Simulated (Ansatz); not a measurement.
Species: F3Ga, SMILES `[F][Ga]([F])[F]` (charge 0, multiplicity 1), formula F₃Ga.

How many basis functions does Ansatz (a first-principles code) with frozen-core CCSD(T)/cc-pVTZ // B3LYP-D3(BJ)/def2-TZVP use, how many core orbitals are frozen, and how many electrons are correlated?

133 basis functions and 12 frozen orbitals, which leaves 34 correlated electrons (filled d shells below the valence shell are correlated). Core time is of the order of seconds.
